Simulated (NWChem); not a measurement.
# C₂H₄F₂OSi; SMILES C[Si](F)(F)C=O

```xyz
10

C     -1.8012     0.5912     0.0000
Si     0.0433     0.4184     0.0000
F      0.7017     1.1239     1.2900
F      0.7017     1.1239    -1.2900
C      0.5966    -1.4202     0.0000
O     -0.2429    -2.3033     0.0000
H     -2.2322     0.1113    -0.8850
H     -2.0969     1.6456     0.0000
H     -2.2322     0.1113     0.8850
H      1.6811    -1.6881     0.0000
```
Atoms are numbered in this order, from 1.

Structure relaxed at the B3LYP/6-31G* (spherical d) level.

Problem. Give the principal values of the shielding tensors (ppm) of C1, Si2, F3, C5, O6 from Hartree-Fock/6-31G* (spherical d), GIAO (NWChem), with their diamagnetic and paramagnetic parts as GIAO splits them.

Solution. 
```tsv
atom	σ11	σ22	σ33	isotropic	diamagnetic	paramagnetic
C1	201.5	207.3	208.2	205.7	254.9	-49.2
Si2	427.2	446.8	572.6	482.2	875.2	-393.0
F3	306.0	381.0	420.6	369.2	472.1	-102.9
C5	-143.8	-64.4	126.8	-27.2	253.1	-280.2
O6	-1537.2	-609.0	461.4	-561.6	396.6	-958.1
```
